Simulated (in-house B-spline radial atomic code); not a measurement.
Configurations of Ru III (Ru2+), with energies counted from [Kr] (4d3/2)4 (4d5/2)2. All numbers are computed (Dirac-Hartree-Fock, average of each configuration as written; Fermi nucleus of rms radius 4.4809 fm) with a B-spline radial code for spherical atoms, not measured. Energies include first-order Breit, QED and recoil terms.

Occupations are held fixed; configurations that lie above the ionisation limit could autoionise.

```
                                             configuration  E - E(ref) (eV)  highest orbital  its <r> (bohr)
                                    [Kr] (4d3/2)3 (4d5/2)3          0.63604            4d5/2           1.522
                           [Kr] (4d3/2)2 (4d5/2)3 (4f7/2)1           21.936            4f7/2           5.648
                                [Kr] (4d3/2)2 (4d5/2)3 8s1           25.547            8s1/2           14.49
[Ar] 3d10 4s2 (4p1/2)2 (4p3/2)3 (4d3/2)3 (4d5/2)3 (6g7/2)1           71.777            6g7/2           14.65
[Ar] 3d10 4s2 (4p1/2)2 (4p3/2)3 (4d3/2)3 (4d5/2)3 (8f7/2)1           73.213            8f7/2           28.96
[Ar] 3d10 4s2 (4p1/2)1 (4p3/2)4 (4d3/2)2 (4d5/2)4 (7f5/2)1           76.273            7f5/2           21.61
```

Problem. Order these further configurations by energy, lowest first.
A. [Ar] 3d10 4s2 (4p1/2)2 (4p3/2)3 (4d3/2)4 (4d5/2)2 (7g9/2)1
B. [Ar] (3d3/2)3 (3d5/2)6 4s2 4p6 (4d5/2)6 8s1
C. [Ar] 3d10 4s2 (4p1/2)1 (4p3/2)4 (4d3/2)3 (4d5/2)3 (5f7/2)1
D. [Kr] (4d3/2)2 (4d5/2)3 (8f5/2)1
E. [Kr] (4d5/2)5 (8p3/2)1

Solution. E (26.158 eV), D (27.823 eV), A (71.229 eV), C (74.86 eV), B (310.74 eV).

Problem. How far above the reference does [Kr] (4d3/2)2 (4d5/2)4 lie?

Solution. 0.98828 eV; its least bound orbital is 4d5/2 with <r> = 1.52 bohr.
